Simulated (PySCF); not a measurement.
# Running PySCF for GaP⁺

The script input.py:

```python
from pyscf import gto, scf, mp

mol = gto.M(
    atom='Ga 0 0 0; P 0 0 2.37',
    basis='sbkjc',
    ecp={'Ga': 'sbkjc', 'P': 'sbkjc'},
    charge=1,
    spin=3,
    verbose=3,
)
mf = scf.UHF(mol)
mf = mf.density_fit(auxbasis='def2-universal-jkfit')
mf.kernel()
mp.MP2(mf, frozen=4).kernel()
mf.dip_moment()
print('orbital energies (hartree):', [e[max(0, n-3):n+3].round(4) for e, n in zip(mf.mo_energy, mol.nelec)])
```

```bash
$ python input.py
```

It prints (some set-up lines and the per-cycle HOMO/LUMO lines with their warnings removed):

```
converged SCF energy = -263.24011147169  <S^2> = 3.7846981  2S+1 = 4.0173116
E(DFUMP2) = -263.484717838489  E_corr = -0.24460636679932
E(SCS-DFUMP2) = -263.464548693103  E_corr = -0.224437221412741

WARN: System has nonzero charge 1; the dipole moment is origin-dependent.
Location of origin: [0. 0. 0.]

Dipole moment(X, Y, Z, Debye):  0.00000,  0.00000,  3.16678
orbital energies (hartree): [array([-0.619 , -0.619 , -0.5727, -0.1683, -0.1683, -0.073 ]), array([-1.4371, -0.8635, -0.6212, -0.2146, -0.2094, -0.2094])]
```

In short: E(SCF) = -263.240111 Eh, E(MP2) − E(SCF) = -0.24461 Eh, ⟨S²⟩ = 3.785.

Wall time 1 s on one thread of a shared host.

The bond length is a typed value, not an optimised one. The dipole of an ion depends on the origin. No search for the lowest solution was made.
